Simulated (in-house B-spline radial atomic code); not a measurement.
Computed with a B-spline radial atomic code. Model: two electrons, singlet ground state, non-relativistic, full CI in B-splines with partial waves to l = 8 (at full coupling up to 3e-4 hartree above the limit, correlation up to 0.6 % small), density held at that of full coupling by Lieb maximisation.

W(λ) is the mean repulsion in the state of coupling λ less the Hartree energy of the fixed density. Its start is exact exchange, its initial slope is twice the second-order Görling-Levy correlation energy, and its area from 0 to 1 is E_xc. A straight curve means weak, dynamic correlation, and a curve that drops fast and flattens means strong correlation.

Command:
```bash
python run_ac.py task.json out
```
Settings (lengths in bohr, energies in hartree):
```
potential              coulomb
strength               1.55
lmax                   8
wall_radius            1.95
```

Run time, properties included: 1.6 s on 1 thread of Intel(R) Xeon(R) Processor @ 2.30GHz, on a shared host.

**W = mean repulsion less Hartree energy, and W of three functionals.**

Given: confinement point charge; nuclear charge 1.55; hard wall radius 1.95 bohr; external potential -Z/r.

Computed: LDA exchange minus exact 163.93 millihartree; PBE exchange minus exact 43.468 millihartree.

```json
{"coupling": "0", "W xc (hartree)": "-1.1271", "W xc minus exchange (millihartree)": "0", "kinetic minus Kohn-Sham (millihartree)": "0", "LDA (PW92) W minus its exchange (millihartree)": "0", "PBE W minus its exchange (millihartree)": "0", "SCAN W minus its exchange (millihartree)": "0"}
{"coupling": "0.02", "W xc (hartree)": "-1.129", "W xc minus exchange (millihartree)": "-1.884", "kinetic minus Kohn-Sham (millihartree)": "0.02", "LDA (PW92) W minus its exchange (millihartree)": "-12.24", "PBE W minus its exchange (millihartree)": "-2.42", "SCAN W minus its exchange (millihartree)": "-1.9"}
{"coupling": "0.05", "W xc (hartree)": "-1.1318", "W xc minus exchange (millihartree)": "-4.68", "kinetic minus Kohn-Sham (millihartree)": "0.11", "LDA (PW92) W minus its exchange (millihartree)": "-25.14", "PBE W minus its exchange (millihartree)": "-6.05", "SCAN W minus its exchange (millihartree)": "-4.68"}
{"coupling": "0.12", "W xc (hartree)": "-1.1382", "W xc minus exchange (millihartree)": "-11.067", "kinetic minus Kohn-Sham (millihartree)": "0.66", "LDA (PW92) W minus its exchange (millihartree)": "-48.3", "PBE W minus its exchange (millihartree)": "-14.43", "SCAN W minus its exchange (millihartree)": "-10.97"}
{"coupling": "0.25", "W xc (hartree)": "-1.1496", "W xc minus exchange (millihartree)": "-22.443", "kinetic minus Kohn-Sham (millihartree)": "2.75", "LDA (PW92) W minus its exchange (millihartree)": "-80.83", "PBE W minus its exchange (millihartree)": "-29.36", "SCAN W minus its exchange (millihartree)": "-22.04"}
{"coupling": "0.4", "W xc (hartree)": "-1.162", "W xc minus exchange (millihartree)": "-34.834", "kinetic minus Kohn-Sham (millihartree)": "6.77", "LDA (PW92) W minus its exchange (millihartree)": "-110.31", "PBE W minus its exchange (millihartree)": "-45.5", "SCAN W minus its exchange (millihartree)": "-34"}
{"coupling": "0.6", "W xc (hartree)": "-1.1774", "W xc minus exchange (millihartree)": "-50.235", "kinetic minus Kohn-Sham (millihartree)": "14.45", "LDA (PW92) W minus its exchange (millihartree)": "-142.31", "PBE W minus its exchange (millihartree)": "-65.33", "SCAN W minus its exchange (millihartree)": "-48.83"}
{"coupling": "0.8", "W xc (hartree)": "-1.1916", "W xc minus exchange (millihartree)": "-64.478", "kinetic minus Kohn-Sham (millihartree)": "24.4", "LDA (PW92) W minus its exchange (millihartree)": "-169.05", "PBE W minus its exchange (millihartree)": "-83.43", "SCAN W minus its exchange (millihartree)": "-62.55"}
{"coupling": "1", "W xc (hartree)": "-1.2048", "W xc minus exchange (millihartree)": "-77.683", "kinetic minus Kohn-Sham (millihartree)": "36.27", "LDA (PW92) W minus its exchange (millihartree)": "-192.19", "PBE W minus its exchange (millihartree)": "-100.05", "SCAN W minus its exchange (millihartree)": "-75.31"}
{"coupling": "1.4", "W xc (hartree)": "-1.2285", "W xc minus exchange (millihartree)": "-101.39", "kinetic minus Kohn-Sham (millihartree)": "64.6", "LDA (PW92) W minus its exchange (millihartree)": "-230.96", "PBE W minus its exchange (millihartree)": "-129.57", "SCAN W minus its exchange (millihartree)": "-98.39"}
{"coupling": "2", "W xc (hartree)": "?", "W xc minus exchange (millihartree)": "?", "kinetic minus Kohn-Sham (millihartree)": "?", "LDA (PW92) W minus its exchange (millihartree)": "?", "PBE W minus its exchange (millihartree)": "?", "SCAN W minus its exchange (millihartree)": "?"}
{"coupling": "3", "W xc (hartree)": "?", "W xc minus exchange (millihartree)": "?", "kinetic minus Kohn-Sham (millihartree)": "?", "LDA (PW92) W minus its exchange (millihartree)": "?", "PBE W minus its exchange (millihartree)": "?", "SCAN W minus its exchange (millihartree)": "?"}
{"coupling": "4.5", "W xc (hartree)": "-1.34", "W xc minus exchange (millihartree)": "-212.9", "kinetic minus Kohn-Sham (millihartree)": "369.08", "LDA (PW92) W minus its exchange (millihartree)": "-393.28", "PBE W minus its exchange (millihartree)": "-268.11", "SCAN W minus its exchange (millihartree)": "-212.02"}
{"coupling": "7", "W xc (hartree)": "-1.3861", "W xc minus exchange (millihartree)": "-258.94", "kinetic minus Kohn-Sham (millihartree)": "629.18", "LDA (PW92) W minus its exchange (millihartree)": "-458.81", "PBE W minus its exchange (millihartree)": "-328.13", "SCAN W minus its exchange (millihartree)": "-261.61"}
{"coupling": "10", "W xc (hartree)": "-1.4208", "W xc minus exchange (millihartree)": "-293.69", "kinetic minus Kohn-Sham (millihartree)": "920.74", "LDA (PW92) W minus its exchange (millihartree)": "-510.08", "PBE W minus its exchange (millihartree)": "-375.98", "SCAN W minus its exchange (millihartree)": "-299.43"}
```

What belongs in the row 2?

W xc (hartree): -1.2585; W xc minus exchange (millihartree): -131.4; kinetic minus Kohn-Sham (millihartree): 115.33; LDA (PW92) W minus its exchange (millihartree): -276.78; PBE W minus its exchange (millihartree): -166.62; SCAN W minus its exchange (millihartree): -128.06.

What belongs in the row 3?

W xc (hartree): -1.2977; W xc minus exchange (millihartree): -170.6; kinetic minus Kohn-Sham (millihartree): 212.38; LDA (PW92) W minus its exchange (millihartree): -333.55; PBE W minus its exchange (millihartree): -215.02; SCAN W minus its exchange (millihartree): -167.78.

What is the SCAN exchange minus exact?

3.6772 millihartree.

**Energy parts, natural occupations and partial-wave weights.**

Computed: total energy -0.9222 hartree; kinetic part of the DFT correlation energy 0.036272 hartree; initial slope twice GL2 -0.094617 hartree; kinetic part over minus potential part 0.46693; Hartree energy 2.2543 hartree; Kohn-Sham kinetic 3.2714 hartree; Lieb Oxford ratio E_xc over LDA exchange 1.2132.

| natural | occupation of the shell (electrons) |
| --- | --- |
| s | 1.9875 |
| p | 0.010124 |
| s | 0.0016622 |
| d | ? |
| p | 0.00014142 |
| f | 5.3255e-05 |

What belongs in the row d?

occupation of the shell (electrons): 0.00042061.

| wave | weight |
| --- | --- |
| s | 0.9946 |
| p | ? |
| d | 0.00022359 |
| f | 2.9755e-05 |
| g | 6.8573e-06 |

What belongs in the row p?

weight: 0.0051367.

What is the correlation energy?

-0.041411 hartree.

What is the exchange energy?

-1.1271 hartree.

Half-way to full coupling W has made 55 % of its drop, against 50 % for a straight line, and second-order (GL2) theory, half the initial slope, overshoots the correlation energy by about 14 %: a moderate bend, as in light atoms. Over couplings 0 to 1 the errors in E_xc come to about +87 millihartree for LDA, +31 millihartree for PBE, +4.8 millihartree for SCAN, so SCAN is nearest. In LDA and PBE the errors of exchange and correlation have opposite signs, so the sum is smaller than the larger of the two.
